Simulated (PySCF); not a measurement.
# Gas-phase XPS of Si(CCH)2Cl2, computed

Species: Si(CCH)2Cl2, C₄H₂Cl₂Si.
Bonds: Si1–C2, Si1–C5, Si1–Cl8, Si1–Cl9, C2–C3, C5–C6. Hydrogens: H4 on C3; H7 on C6.

Method used: delta-SCF UKS SCAN, pcX-2 on the ionised atom, pcseg-1 elsewhere, spin-free X2C in PySCF 2.14.0. Each binding energy is the total energy of the core-ionised species, with the hole localised on one atom, minus that of the ground state; both are solved self-consistently, so orbital relaxation is included.

Q: List the computed XPS lines with their assignment.

A: 
```json
{"atom(s)": "Cl8/Cl9", "bonded to": "Si", "level": "Cl 1s", "binding energy (eV)": "2828.78", "2p1/2 (eV)": "–", "above the level's lowest (eV)": "0.00", "count": "2"}
{"atom(s)": "Si1", "bonded to": "2 Cl and 2 C", "level": "Si 1s", "binding energy (eV)": "1849.26", "2p1/2 (eV)": "–", "above the level's lowest (eV)": "0.00", "count": "1"}
{"atom(s)": "C3/C6", "bonded to": "C and H", "level": "C 1s", "binding energy (eV)": "291.16", "2p1/2 (eV)": "–", "above the level's lowest (eV)": "+0.31", "count": "2"}
{"atom(s)": "C2/C5", "bonded to": "C and Si", "level": "C 1s", "binding energy (eV)": "290.85", "2p1/2 (eV)": "–", "above the level's lowest (eV)": "0.00", "count": "2"}
{"atom(s)": "Cl8/Cl9", "bonded to": "Si", "level": "Cl 2p3/2", "binding energy (eV)": "206.19", "2p1/2 (eV)": "207.85", "above the level's lowest (eV)": "0.00", "count": "2"}
{"atom(s)": "Si1", "bonded to": "2 Cl and 2 C", "level": "Si 2p3/2", "binding energy (eV)": "109.09", "2p1/2 (eV)": "109.72", "above the level's lowest (eV)": "0.00", "count": "1"}
```

Lowest listed C 1s: C2/C5, bonded to C and Si. Highest, 0.31 eV above it: C3/C6, bonded to C and H.

Q: Express the binding energy of Cl 2p3/2 of Cl8/Cl9 in atomic units and per mole.

A: 206.19 eV = 7.5773 Eh = 19894 kJ/mol.

Atoms equivalent by their bonding share one computed value, that of the first of them. The unrestricted hole states depart most from a pure doublet (⟨S²⟩ = 0.75; over 0.85 named) for C 1s of C2/C5 (0.86) and C 1s of C3/C6 (0.86), which makes these values less certain. Spin–orbit and ligand-field terms were added within each 2p shell after the spin-free SCF. 2p1/2 minus 2p3/2 (ligand field included): Si 0.63 eV, Cl 1.65 eV. Isolated species at its PBE0-D3(BJ)/def2-SVP geometry, gas phase.
